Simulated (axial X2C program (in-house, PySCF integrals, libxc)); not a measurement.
# Testing model relations on SbSe⁺

A bond curve at the PBE0 level, with spin–orbit coupling, was computed with an in-house all-electron X2C program for linear molecules (integrals from PySCF) (basis Sb dyall-cv3z [11s12p8d4f1g], Se dyall-cv3z [8s9p6d4f1g] (cores contracted in-house)) for the state Ω = 0 (closed shell). Its fit gives Re = 2.2558 Å, ωe = 385.5 cm⁻¹, ωexe = 0.641 cm⁻¹ and αe = 1.567e-04 cm⁻¹; the masses are 120.9038 and 79.9165 u. Two-component means X2C with spin–orbit coupling and atomic mean-field Coulomb and Gaunt terms.

(1) Find the reduced mass, Be and the force constant.

(2) Give B0, the J = 1←0 line in GHz and the most populated J at 300 K (kT = 208.5 cm⁻¹).

(3) Estimate the centrifugal constant by the Kratzer relation.

(4) A Morse curve ties αe to the other constants (Pekeris). How well does that hold?

(5) Where do the fundamental and the first overtone lie?

The state is one determinant whose occupation by symmetry is held fixed; it was picked as the lowest of a PBE0 search that is not exhaustive.

Results:

(1) From the PBE0 values: μ = 48.1137 u. Be = 16.8576/(μ Re²) = 0.06885 cm⁻¹. k = 5.8918×10⁻⁷ μ ωe² = 4.21 mdyn/Å.

(2) B0 = Be − αe/2 = 0.06878 cm⁻¹; 2B0 = 4.124 GHz; J(max) ≈ √(kT/2B0) − 1/2 = 38.4, so J = 38.

(3) D = 4Be³/ωe² = 8.79e-09 cm⁻¹.

(4) αe(Morse) = 6Be²/ωe × (√(ωexe/Be) − 1) = 1.513e-04 cm⁻¹; the PBE0 curve gives 1.567e-04 cm⁻¹, a ratio of 0.97.

(5) ν(1←0) = ωe − 2ωexe = 384.2 cm⁻¹; ν(2←0) = 2ωe − 6ωexe = 767.2 cm⁻¹.
